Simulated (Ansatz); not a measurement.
Harmonic frequencies (cm⁻¹) at PBE0-D4/def2-TZVP from Ansatz: 102, 134, 153, 222, 288, 398, 414, 491, 537, 655, 670, 764, 917, 921, 932, 952, 963, 1226, 1544, 2013, 2206, 2207, 2213, 3120.

(1) Which molecule is it?
A. `FC1=CS[SiH2]1`
B. `BC(O)OBCl`
C. `[SiH3][C]1=C[S][GaH]1`
D. `C=C1[SiH2]N1C`

Results:

(1) C.
